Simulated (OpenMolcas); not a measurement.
# Ag2+ in SrF2

Ag2+ with its 8 nearest fluoride ions at 2.425 Å, on the Sr site of SrF2 (a = 5.796 Å, distance in the model lattice 2.510 Å). The rest of the host is ab initio model potentials to 7.6 Å and point charges beyond; the distance is set by hand and nothing relaxes. Ligand basis ANO-RCC-VDZP.

```
Program             : OpenMolcas 26.06
Method              : SS-CASPT2, IPEA 0.25 Eh, imaginary shift 0.1 Eh (closed shells correlated: 4s 4p and the ligand valence shells)
Basis               : ANO-RCC-VTZP [7s6p4d2f1g]
Scalar Hamiltonian  : DKH2, point nucleus
Active space        : 9 electrons in 5 orbitals (4d)
State averaging     : 2S+1 = 2 even, 5 roots
Spin-orbit coupling : RASSI with atomic mean-field integrals over the reference wave functions
```

The lowest spin-free states (labels of O, the rotations of Oh), above the lowest:

| State | Degeneracy | E (cm-1) | Free-ion L (%) |
| --- | --- | --- | --- |
| 2T2 | 3 | 0 | D (100) |
| 2E | 2 | 5840 | D (100) |

The lowest levels with spin-orbit coupling:

```json
{"E (cm-1)": "0", "Degeneracy": "2", "Label": "Γ7", "2S+1": "2", "g": "1.90 1.90 1.90"}
{"E (cm-1)": "1830", "Degeneracy": "4", "Label": "Γ8", "2S+1": "2", "g": ""}
{"E (cm-1)": "8370", "Degeneracy": "4", "Label": "Γ8", "2S+1": "2", "g": ""}
```

Powder χT (cm3 K/mol): 0.34 at 2 K, 0.347 at 10 K, 0.38 at 50 K, 0.421 at 100 K, 0.502 at 200 K, 0.584 at 300 K. The effective moment at 300 K is 2.828 √(χT) = 2.16 μB.

The lowest level has 2S+1 = 2, for which the spin-only value is χT = S(S+1) / 2 = 0.375 cm3 K/mol (g = 2). The computed 0.584 at 300 K differs by +0.209, through orbital momentum, spin-orbit coupling and any other state in reach. With a threefold ground state the orbital momentum is unquenched, so the spin-only value is not expected to hold.

The gap between the two states is 10Dq = -5841 cm-1 (negative for this site).

Over all roots computed the reference weight is 0.68; a low but even weight reflects the number of correlated electrons. An orbital triplet at a regular site is open to Jahn-Teller coupling, which can distort the site and quench the lowest spin-orbit gaps and is left out. Ligand-to-metal charge-transfer states are missing. With one d shell and no ligand orbital active, 10Dq can be off by a tenth or more. Free-ion shares, where given, are those of the reference states; single-state CASPT2 does not remix them. No measured value stands beside these numbers; the geometry was set by hand and not optimised.

The CASPT2 steps took 39 s on 1 thread of Arm Neoverse V2 (shared host); the integral step is not counted.
